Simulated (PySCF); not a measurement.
**Relaxation of singlet TeNI₃**

These are results of PBE0/[Te def2-SVP with ECP28, N def2-SVP, I def2-SVP with ECP28], scalar-relativistic core potentials, density fitting, no spin–orbit coupling, PySCF, not measurements. A (50,194) grid was used.

A hand-made see-saw (ligand arrangement 2) start, of Cs symmetry, held to at least that symmetry:

```xyz
5
charge 0 multiplicity 1, angstrom
Te    0.0000   -0.5982   -0.8623
N     0.0000   -2.4710   -0.6984
I     0.0000    2.0816   -0.6279
I     2.1197   -0.5982    0.7938
I    -2.1197   -0.5982    0.7938
```

Optimiser trace:
```csv
step,E − E(last) (kJ/mol),largest gradient (Eh/bohr)
0,164.65,0.04251
1,121.50,0.02602
2,79.89,0.02837
3,60.03,0.03148
4,45.58,0.01637
5,33.10,0.01808
6,13.28,0.02020
7,3.45,0.02192
8,2.98,0.01380
9,0.13,0.00163
10,0.03,0.00137
11,0.01,0.00024
12,0.00,0.00025
```

It ends at C3v with Te–I 2.789 Å (×3), Te–N 1.809 Å; I–Te–I 96.9° (×3), I–Te–N 120.2° (×3) (after a last refinement on a finer grid). The frequency run here used a shortcut that can spoil soft modes, so no verdict on minimum or saddle point is given. Other isomers or separated fragments may lie lower.

Final geometry:
```xyz
5
charge 0 multiplicity 1, angstrom
Te    0.0000   -0.7179   -0.6522
N     0.0000   -2.0569   -1.8687
I     0.0000    1.9411   -1.4941
I     2.0881   -0.4909    1.1828
I    -2.0881   -0.4909    1.1828
```

The relaxation took 66 s on 2 threads of a shared Intel Xeon 6975P-C (Granite Rapids) host, with 118 basis functions and 13 gradients; the process peaked at 0.82 GiB.
